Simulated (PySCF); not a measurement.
Compounds:

A. `CN1N=NC2=C1C=C([SiH3])C=C2`
B. SMILES FC(F)=C(F)C#CCCCl
C. SMILES CC(C)C(C)(C)C#N

Spectrum 1. ¹H NMR (500 MHz, computed): δ 8.46 (d, 1H), 8.01 (s, 1H), 7.88 (d, 1H), 4.76 (s, 3H), 4.45 (s, 3H). ¹³C{¹H} NMR (computed): δ 152.5 (C), 140.5 (C), 134.4 (CH), 132.3 (C), 125.8 (CH), 120.2 (CH), 34.6 (CH3).

Spectrum 2. ¹H NMR (500 MHz, computed): δ 1.36 (s, 6H), 1.31 (m, 1H), 1.20 (m, 6H). ¹³C{¹H} NMR (computed): δ 128.7 (C), 41.5 (CH), 35.1 (C), 29.3 (CH3), 21.1 (CH3).

Spectrum 3. ¹H NMR (500 MHz, computed): δ 3.74 (t, 2H), 2.96 (t, 2H). ¹³C{¹H} NMR (computed): δ 174.9 (C), 124.3 (C), 111.6 (C), 74.2 (C), 47.7 (CH2), 26.8 (CH2).

Computed data (PySCF): GFN2-xTB geometry, PBE0/pcSseg-1 with gauge-including orbitals. No relativistic terms, averaged over atoms made equivalent by symmetry, fast rotation or ring inversion, isolated molecule, a single conformation.

δ = σ(ref) − σ, references computed at the same level: TMS for ¹H, ¹³C. Splittings of carbon signals by F and P are missing where no couplings were computed. Where no couplings were computed, multiplicities follow the n + 1 count of equivalent neighbours, and m marks all less simple cases (inequivalent or close neighbours, rings, F or P nearby). Shifts are as computed. Against solution values, carbons near 30 ppm lie about +3 ppm off and those near 130 ppm about +5 ppm; carbons on Cl a further +6 ppm. Of 1211 compounds with measured shifts, 218 miss one by over three times the rms of a fit or turn the order of signals round; such compounds aren't used in these exercises. Carbons bonded to Cl come out too deshielded.

**Question.** Match each spectrum to its structure.

**Answer.** 1–A, 2–C, 3–B.

- Spectrum 1 (A): 7 ¹³C signals; δC 134.4 is an aromatic CH; δC 34.6 is a methyl carbon bonded to N.
- Spectrum 2 (C): 5 ¹³C signals; δC 128.7 is a nitrile carbon; δC 41.5 is an sp3 CH.
- Spectrum 3 (B): 6 ¹³C signals; δC 124.3 is a fully substituted alkene carbon; δC 74.2 is an alkyne carbon.
